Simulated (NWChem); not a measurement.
Program: NWChem. System: HfO$_{2}$, charge 0, spin multiplicity 1, at a geometry optimised with B3LYP/def2-SVP with def2 effective core potentials on Hf. The structure started from a generated list of species. Level: PBE0/def2-TZVP with def2 effective core potentials on Hf.

Job file:

```
start mol
memory heap 200 mb stack 900 mb global 1100 mb
geometry units angstroms nocenter noautoz
  Hf     0.000000     0.000000    -0.193078
  O     -1.443204     0.000000     0.868852
  O      1.443204     0.000000     0.868852
  symmetry group C2v
end
basis spherical
  * library def2-tzvp
end
ecp
  Hf library def2-ecp
end
dft
  xc pbe0
  semidirect memsize 60000000 filesize 0
  iterations 100
end
task dft energy
```

Output (cleaned and shortened):

```
             Northwest Computational Chemistry Package (NWChem) 7.3.0
             --------------------------------------------------------

                                NWChem Input Module
                                -------------------

 Scaling coordinates for geometry "geometry" by  1.889725989
 (inverse scale =  0.529177249)

 Turning off AUTOSYM since
 SYMMETRY directive was detected!

                             Geometry "geometry" -> ""
                             -------------------------

 Output coordinates in angstroms (scale by  1.889725989 to convert to a.u.)

  No.       Tag          Charge          X              Y              Z
 ---- ---------------- ---------- -------------- -------------- --------------
    1 Hf                  72.0000     0.00000000     0.00000000    -0.19307800
    2 O                    8.0000    -1.44320400     0.00000000     0.86885200
    3 O                    8.0000     1.44320400     0.00000000     0.86885200

 Effective nuclear repulsion energy (a.u.)     351.9574820040

            Nuclear Dipole moment (a.u.)
            ----------------------------
        X                 Y               Z
 ---------------- ---------------- ----------------
     0.0000000000     0.0000000000     0.0000302356

      Symmetry information
      --------------------

 Group name             C2v
 Group number             16
 Group order               4
 No. of unique centers     2

      Symmetry unique atoms

     1    2


 Summary of "ao basis" -> "" (spherical)
 ------------------------------------------------------------------------------
       Tag                 Description            Shells   Functions and Types
 ---------------- ------------------------------  ------  ---------------------
 *                         def2-tzvp                  on all atoms

                                 NWChem DFT Module
                                 -----------------

 Summary of "ao basis" -> "ao basis" (spherical)
 ------------------------------------------------------------------------------
       Tag                 Description            Shells   Functions and Types
 ---------------- ------------------------------  ------  ---------------------
 Hf                        def2-tzvp                14       40   6s4p3d1f
 O                         def2-tzvp                11       31   5s3p2d1f

 Summary of "ao basis" -> "ao basis" (spherical)
 ------------------------------------------------------------------------------
       Tag                 Description            Shells   Functions and Types
 ---------------- ------------------------------  ------  ---------------------
 Hf                        def2-tzvp                14       40   6s4p3d1f
 O                         def2-tzvp                11       31   5s3p2d1f

      Symmetry analysis of basis
      --------------------------

        a1         39
        a2         14
        b1         30
        b2         19

            General Information
            -------------------
          SCF calculation type: DFT
          Wavefunction type:  closed shell.
          No. of atoms     :     3
          No. of electrons :    28
           Alpha electrons :    14
            Beta electrons :    14
          Charge           :     0
          Spin multiplicity:     1
          Use of symmetry is: on ; symmetry adaption is: on
          Maximum number of iterations: 100
          AO basis - number of functions:   102
                     number of shells:    36
          Convergence on energy requested:  1.00D-06
          Convergence on density requested:  1.00D-05
          Convergence on gradient requested:  5.00D-04

              XC Information
              --------------
                         PBE0 Method XC Functional
                     Hartree-Fock (Exact) Exchange  0.250
          PerdewBurkeErnzerhof Exchange Functional  0.750
            Perdew 1991 LDA Correlation Functional  1.000 local
           PerdewBurkeErnz. Correlation Functional  1.000 non-local

             Grid Information
             ----------------
          Grid used for XC integration:  medium
          Radial quadrature: Mura-Knowles
          Angular quadrature: Lebedev.
          Tag              B.-S. Rad. Rad. Pts. Rad. Cut. Ang. Pts.
          ---              ---------- --------- --------- ---------
          Hf                  1.55      123           8.0       590
          O                   0.60       49           8.0       434
          Grid pruning is: on
          Number of quadrature shells:   172
          Spatial weights used:  Erf1

          Convergence Information
          -----------------------
          Convergence aids based upon iterative change in
          total energy or number of iterations.
          Levelshifting, if invoked, occurs when the
          HOMO/LUMO gap drops below (HL_TOL):  1.00D-02
          DIIS, if invoked, will attempt to extrapolate
          using up to (NFOCK): 10 stored Fock matrices.

                    Damping( 0%)  Levelshifting(0.5)       DIIS
                  --------------- ------------------- ---------------
          dE  on:    start            ASAP                start
          dE off:    2 iters        100 iters           100 iters

      Screening Tolerance Information
      -------------------------------
          Density screening/tol_rho:  1.00D-10
          AO Gaussian exp screening on grid/accAOfunc:  14
          CD Gaussian exp screening on grid/accCDfunc:  20
          XC Gaussian exp screening on grid/accXCfunc:  20
          Schwarz screening/accCoul:  1.00D-08

      Superposition of Atomic Density Guess
      -------------------------------------

 Sum of atomic energies:        -201.50207658

      Non-variational initial energy
      ------------------------------

 Total energy =    -196.516135
 1-e energy   =    -420.339498
 2-e energy   =     155.385960
 HOMO         =      -0.453974
 LUMO         =      -0.147594

      Symmetry analysis of molecular orbitals - initial
      -------------------------------------------------

  Numbering of irreducible representations:

     1 a1          2 a2          3 b1          4 b2

  Orbital symmetries:

     1 a1          2 b1          3 a1          4 b1          5 a1
     6 b2          7 a1          8 b1          9 a1         10 a2
    11 b2         12 b1         13 a1         14 b1         15 a1
    16 a1         17 b2         18 b1         19 a2         20 b2
    21 a1         22 a1         23 b1         24 a1

------------------------------------------------------------
EAF file 0: "./mol.aoints.0" size=524288 bytes
------------------------------------------------------------
               write      read    awrite     aread      wait
               -----      ----    ------     -----      ----
     calls:        1         0         0         0         0
   data(b): 5.24e+05  0.00e+00  0.00e+00  0.00e+00
   time(s): 0.00e+00  0.00e+00  0.00e+00  0.00e+00  0.00e+00
rate(mb/s): 0.00e+00  0.00e+00
------------------------------------------------------------

   convergence    iter        energy       DeltaE   RMS-Dens  Diis-err    time
 ---------------- ----- ----------------- --------- --------- ---------  ------
 d= 0,ls=0.0,diis     1   -197.8168888898 -2.66D+02  4.39D-02  4.11D+00     0.8
 d= 0,ls=0.0,diis     2   -185.0864758601  1.27D+01  3.91D-02  8.17D+01     0.9
 d= 0,ls=0.0,diis     3   -198.3452904299 -1.33D+01  2.28D-03  3.84D-01     1.0
 d= 0,ls=0.0,diis     4   -198.3657376959 -2.04D-02  8.19D-04  7.91D-02     1.1
 d= 0,ls=0.0,diis     5   -198.3718142391 -6.08D-03  6.08D-04  3.22D-02     1.2
  Resetting Diis
 d= 0,ls=0.0,diis     6   -198.3750162260 -3.20D-03  1.59D-04  8.09D-04     1.3
 d= 0,ls=0.0,diis     7   -198.3750968494 -8.06D-05  5.49D-05  1.86D-05     1.4
 d= 0,ls=0.0,diis     8   -198.3750839089  1.29D-05  4.58D-05  1.52D-04     1.5
 d= 0,ls=0.0,diis     9   -198.3750990053 -1.51D-05  5.35D-06  5.77D-07     1.6
 d= 0,ls=0.0,diis    10   -198.3750990797 -7.44D-08  3.60D-06  3.13D-08     1.7

         Total DFT energy =     -198.375099079701
      One electron energy =     -424.753035206473
           Coulomb energy =      180.932430403604
    Exchange-Corr. energy =      -22.991897639781
 Nuclear repulsion energy =       68.437403362948

 Numeric. integr. density =       28.000007021227

     Total iterative time =      1.4s

                  Occupations of the irreducible representations
                  ----------------------------------------------

                     irrep           alpha         beta
                     --------     --------     --------
                     a1                6.0          6.0
                     a2                1.0          1.0
                     b1                5.0          5.0
                     b2                2.0          2.0

                       DFT Final Molecular Orbital Analysis
                       ------------------------------------

 Vector   12  Occ=2.000000D+00  E=-2.893878D-01  Symmetry=b2
              MO Center= -1.2D-13,  3.8D-15,  7.3D-01, r^2= 2.6D+00
   Bfn.  Coefficient  Atom+Function         Bfn.  Coefficient  Atom+Function
  ----- ------------  ---------------      ----- ------------  ---------------
    47      0.288330  2 O  py                78      0.288330  3 O  py
    50      0.247867  2 O  py                81      0.247867  3 O  py
    20      0.188840  1 Hf d -1              53      0.177445  2 O  py
    84      0.177445  3 O  py                25      0.146371  1 Hf d -1
    11     -0.106748  1 Hf py                17      0.091731  1 Hf py

 Vector   13  Occ=2.000000D+00  E=-2.843417D-01  Symmetry=a1
              MO Center=  4.1D-10, -1.5D-14,  6.5D-01, r^2= 3.0D+00
   Bfn.  Coefficient  Atom+Function         Bfn.  Coefficient  Atom+Function
  ----- ------------  ---------------      ----- ------------  ---------------
     5      0.324964  1 Hf s                 46      0.293817  2 O  px
    77     -0.293817  3 O  px                 3     -0.258914  1 Hf s
    49      0.252417  2 O  px                80     -0.252417  3 O  px
    52      0.157367  2 O  px                83     -0.157367  3 O  px
    21      0.145946  1 Hf d  0               2      0.137989  1 Hf s

 Vector   14  Occ=2.000000D+00  E=-2.466252D-01  Symmetry=b1
              MO Center= -1.3D-11,  4.4D-15,  8.2D-01, r^2= 2.8D+00
   Bfn.  Coefficient  Atom+Function         Bfn.  Coefficient  Atom+Function
  ----- ------------  ---------------      ----- ------------  ---------------
    48      0.320673  2 O  pz                79     -0.320673  3 O  pz
    51      0.272082  2 O  pz                82     -0.272082  3 O  pz
    54      0.217995  2 O  pz                85     -0.217995  3 O  pz
    10     -0.137351  1 Hf px                46      0.076119  2 O  px
    77      0.076119  3 O  px                 7     -0.071428  1 Hf px

 Vector   15  Occ=0.000000D+00  E=-1.269979D-01  Symmetry=a1
              MO Center= -4.4D-14, -5.9D-14, -9.3D-01, r^2= 3.8D+00
   Bfn.  Coefficient  Atom+Function         Bfn.  Coefficient  Atom+Function
  ----- ------------  ---------------      ----- ------------  ---------------
     6      0.529921  1 Hf s                  5      0.429490  1 Hf s
    18     -0.374370  1 Hf pz                 3     -0.249132  1 Hf s
     4     -0.249399  1 Hf s                 23     -0.207777  1 Hf d  2
    28     -0.184394  1 Hf d  2              12      0.151869  1 Hf pz
     2      0.146107  1 Hf s                 33     -0.117193  1 Hf d  2

 Vector   16  Occ=0.000000D+00  E=-5.802643D-02  Symmetry=b2
              MO Center= -5.2D-15, -1.6D-13, -7.9D-01, r^2= 3.4D+00
   Bfn.  Coefficient  Atom+Function         Bfn.  Coefficient  Atom+Function
  ----- ------------  ---------------      ----- ------------  ---------------
    17      0.588273  1 Hf py                20     -0.359538  1 Hf d -1
    30     -0.312140  1 Hf d -1              25     -0.305879  1 Hf d -1
    11     -0.179192  1 Hf py                 8     -0.083009  1 Hf py
    53      0.067357  2 O  py                84      0.067357  3 O  py
    47      0.063924  2 O  py                78      0.063924  3 O  py

 Vector   17  Occ=0.000000D+00  E=-5.243620D-02  Symmetry=a1
              MO Center=  1.1D-12,  2.2D-13, -7.0D-01, r^2= 3.4D+00
   Bfn.  Coefficient  Atom+Function         Bfn.  Coefficient  Atom+Function
  ----- ------------  ---------------      ----- ------------  ---------------
    18      0.507934  1 Hf pz                 5      0.371998  1 Hf s
    21     -0.301856  1 Hf d  0              31     -0.301973  1 Hf d  0
    26     -0.262304  1 Hf d  0               6     -0.221807  1 Hf s
    23     -0.210230  1 Hf d  2              12     -0.180770  1 Hf pz
    33     -0.173654  1 Hf d  2              28     -0.146076  1 Hf d  2

 center of mass
 --------------
 x =   0.00000000 y =   0.00000000 z =  -0.06196365

 moments of inertia (a.u.)
 ------------------
         109.380365954208           0.000000000000           0.000000000000
           0.000000000000         347.318973525849           0.000000000000
           0.000000000000           0.000000000000         237.938607571641

     Multipole analysis of the density
     ---------------------------------

     L   x y z        total         alpha         beta         nuclear
     -   - - -        -----         -----         ----         -------
     0   0 0 0      0.000000    -14.000000    -14.000000     28.000000

     1   1 0 0     -0.000000     -0.000000     -0.000000      0.000000
     1   0 1 0     -0.000000     -0.000000     -0.000000      0.000000
     1   0 0 1     -3.223633    -12.557767    -12.557767     21.891901

     2   2 0 0    -32.787955    -75.897559    -75.897559    119.007163
     2   1 1 0      0.000000      0.000000      0.000000      0.000000
     2   1 0 1      0.000000      0.000000      0.000000      0.000000
     2   0 2 0    -19.314167     -9.657083     -9.657083      0.000000
     2   0 1 1      0.000000      0.000000      0.000000      0.000000
     2   0 0 2    -24.092144    -34.411309    -34.411309     44.730474

 Task  times  cpu:        1.7s     wall:        1.7s

 Total times  cpu:        1.7s     wall:        1.7s
```
